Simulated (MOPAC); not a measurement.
MOPAC input (PM6):

```
PM6 1SCF UHF MS=0.5 GEO-OK AUX(PRECISION=9) THREADS=1
H4NSi

N     1.15580800 1   -0.31373300 1   -0.31237400 1
Si   -0.46273500 1    0.16813800 1    0.16347800 1
H     1.16009600 1   -1.03632700 1   -1.03690700 1
H    -1.09166000 1   -0.96420500 1    0.89488000 1
H    -1.30705400 1    0.50029200 1   -1.01421000 1
H    -0.37375200 1    1.34244000 1    1.05416700 1
```

Output:

```
 *******************************************************************************
 **                                                                           **
 **                              MOPAC v23.2.5                                **
 **                                                                           **
 *******************************************************************************
 ** MOPAC's Digital Object Identifier: https://doi.org/10.5281/zenodo.6511958 **
 **                                                                           **
 ** Please cite the open-source release paper for use of this MOPAC version:  **
 ** J. E. Moussa and J. J. P. Stewart (2026)                                  **
 ** MOPAC: An open-source semiempirical molecular orbital program             **
 ** J. Open Source Softw., 11(119), 8025, https://doi.org/10.21105/joss.08025 **
 *******************************************************************************

                              PM6 CALCULATION RESULTS

 *******************************************************************************
 *  PM6        - The PM6 Hamiltonian to be used
 *  GEO-OK     - OVERRIDE INTERATOMIC DISTANCE AND OTHER SAFETY CHECKS
 *  UHF        - UNRESTRICTED HARTREE-FOCK CALCULATION
 *  MS=        - IN MECI, MAGNETIC COMPONENT OF SPIN =  0.5
 *  1SCF       - DO 1 SCF AND THEN STOP
 *  AUX        - OUTPUT AUXILIARY INFORMATION
 *******************************************************************************
PM6 1SCF UHF MS=0.5 GEO-OK AUX(PRECISION=9) THREADS=1
 H4NSi

   ATOM   CHEMICAL          X               Y               Z
  NUMBER   SYMBOL      (ANGSTROMS)     (ANGSTROMS)     (ANGSTROMS)

     1       N          1.15580800  *  -0.31373300  *  -0.31237400  *
     2      Si         -0.46273500  *   0.16813800  *   0.16347800  *
     3       H          1.16009600  *  -1.03632700  *  -1.03690700  *
     4       H         -1.09166000  *  -0.96420500  *   0.89488000  *
     5       H         -1.30705400  *   0.50029200  *  -1.01421000  *
     6       H         -0.37375200  *   1.34244000  *   1.05416700  *

          CARTESIAN COORDINATES

    NO.       ATOM           X           Y           Z

     1         N          1.1558     -0.3137     -0.3124
     2        Si         -0.4627      0.1681      0.1635
     3         H          1.1601     -1.0363     -1.0369
     4         H         -1.0917     -0.9642      0.8949
     5         H         -1.3071      0.5003     -1.0142
     6         H         -0.3738      1.3424      1.0542

 General Reference for PM6:
 "Optimization of Parameters for Semiempirical Methods V: Modification of NDDO Approximations
 and Application to 70 Elements", J. J. P. Stewart, J. Mol. Mod., 13, 1173-1213 (2007)
 URL: https://link.springer.com/article/10.1007/s00894-007-0233-4

           Empirical Formula: H4 N Si  =     6 atoms

      MOLECULAR POINT GROUP   :   C1

          UHF CALCULATION, NO. OF ALPHA ELECTRONS =    7
                           NO. OF BETA  ELECTRONS =    6

 -------------------------------------------------------------------------------
 PM6 1SCF UHF MS=0.5 GEO-OK AUX(PRECISION=9) THREADS=1
 H4NSi

     1SCF WAS SPECIFIED, SO BFGS WAS NOT USED
     SCF FIELD WAS ACHIEVED

                              PM6 CALCULATION
                                                       MOPAC v23.2.5 Linux

          FINAL HEAT OF FORMATION =         47.55536 KCAL/MOL =     198.97163 KJ/MOL

          COSMO AREA              =         89.79 SQUARE ANGSTROMS
          COSMO VOLUME            =         75.80 CUBIC ANGSTROMS

          IONIZATION POTENTIAL    =         10.047293 EV
          ALPHA SOMO LUMO (EV)    =        -10.976 -0.128
          BETA  SOMO LUMO (EV)    =        -10.047 -1.659
          NO. OF ALPHA ELECTRONS  =          7
          NO. OF BETA  ELECTRONS  =          6
          MOLECULAR WEIGHT        =         46.1238         POINT GROUP:  C1

          MOLECULAR DIMENSIONS (Angstroms)

            Atom       Atom       Distance
            H     6    H     3     3.51906
            H     5    H     4     2.41520
            N     1    H     5     2.02293

          SCF CALCULATIONS        =          1

   ATOM   CHEMICAL          X               Y               Z
  NUMBER   SYMBOL      (ANGSTROMS)     (ANGSTROMS)     (ANGSTROMS)

     1       N          1.15580800  *  -0.31373300  *  -0.31237400  *
     2      Si         -0.46273500  *   0.16813800  *   0.16347800  *
     3       H          1.16009600  *  -1.03632700  *  -1.03690700  *
     4       H         -1.09166000  *  -0.96420500  *   0.89488000  *
     5       H         -1.30705400  *   0.50029200  *  -1.01421000  *
     6       H         -0.37375200  *   1.34244000  *   1.05416700  *

                             CARTESIAN COORDINATES

   1    N        1.155808000    -0.313733000    -0.312374000
   2   Si       -0.462735000     0.168138000     0.163478000
   3    H        1.160096000    -1.036327000    -1.036907000
   4    H       -1.091660000    -0.964205000     0.894880000
   5    H       -1.307054000     0.500292000    -1.014210000
   6    H       -0.373752000     1.342440000     1.054167000

           Empirical Formula: H4 N Si  =     6 atoms

      MOLECULAR POINT GROUP   :   C1

          ALPHA EIGENVALUES
 -29.10866 -18.50086 -15.13435 -13.27437 -11.85016 -11.32354 -10.97650  -0.12789
   0.74870   0.90054   1.43762   1.61681   2.45204   4.03749   4.36097   4.61934
   5.58685

           BETA EIGENVALUES
 -27.02009 -18.30960 -14.33905 -11.74266 -11.59603 -10.04729  -1.65903  -0.00009
   0.75387   0.91371   1.47962   2.62237   2.80074   4.26682   4.40845   4.62637
   6.03378

              NET ATOMIC CHARGES AND DIPOLE CONTRIBUTIONS

  ATOM NO.   TYPE          CHARGE      No. of ELECS.   s-Pop       p-Pop       d-Pop
    1          N          -0.467844        5.4678     1.71325     3.75459
    2         Si           0.299618        3.7004     1.17663     1.77191     0.75184
    3          H           0.233889        0.7661     0.76611
    4          H          -0.018174        1.0182     1.01817
    5          H          -0.027102        1.0271     1.02710
    6          H          -0.020387        1.0204     1.02039
 DIPOLE           X         Y         Z       TOTAL
 POINT-CHG.    -1.658    -0.330    -0.277     1.713
 HYBRID         0.243    -0.527    -0.672     0.888
 SUM           -1.415    -0.857    -0.949     1.907

          ATOMIC ORBITAL ELECTRON POPULATIONS

     Atom    s        px        py        pz      x^2-y^2     xz        z^2       yz        xy
    1  N   1.71325   1.55477   1.09147   1.10835
    2 Si   1.17663   0.41041   0.68699   0.67451   0.15073   0.19775   0.05756   0.21845   0.12734
    3  H   0.76611
    4  H   1.01817
    5  H   1.02710
    6  H   1.02039

                    (SZ)    =    0.500000
                    (S**2)  =    0.758858

          ATOMIC ORBITAL SPIN POPULATIONS

    Atom   Total    s     px     py     pz   x^2-y^2  xz     z^2    yz     xy
         Atomic
    1  N  1.0331  0.032  0.043  0.488  0.471
    2 Si -0.0236 -0.009 -0.025 -0.016 -0.015 -0.007  0.027 -0.002 -0.004  0.028
    3  H -0.0446 -0.045
    4  H  0.0253  0.025
    5  H  0.0113  0.011
    6  H -0.0015 -0.001

 **********************
 *                    *
 * JOB ENDED NORMALLY *
 *                    *
 **********************

 == MOPAC DONE ==
```

The geometry given is a B3LYP-D3(BJ)/def2-TZVP minimum.
